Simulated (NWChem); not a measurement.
BBr$_{2}$ cation

```xyz
3

Br    -1.7730    -0.0231     0.0203
B      0.0000     0.0004     0.0000
Br     1.7730     0.0234    -0.0203
```
Atoms are numbered in this order, from 1.

Program: NWChem. All runs use the structure optimised with B3LYP/6-31G* (spherical d). Vzz is the largest principal value of the second derivative of the potential at the nucleus (NWChem prints the opposite sign); η is the asymmetry. Non-relativistic.

Task: What does the run give for Hartree-Fock/def2-TZVP? Quantities: Vzz Br3 (a.u.); η Br3; Vzz B2 (a.u.); η B2.

Result: 
```json
{
 "Vzz Br3 (a.u.)": "4.751",
 "η Br3": "0.00",
 "Vzz B2 (a.u.)": "-0.447",
 "η B2": "0.00"
}
```
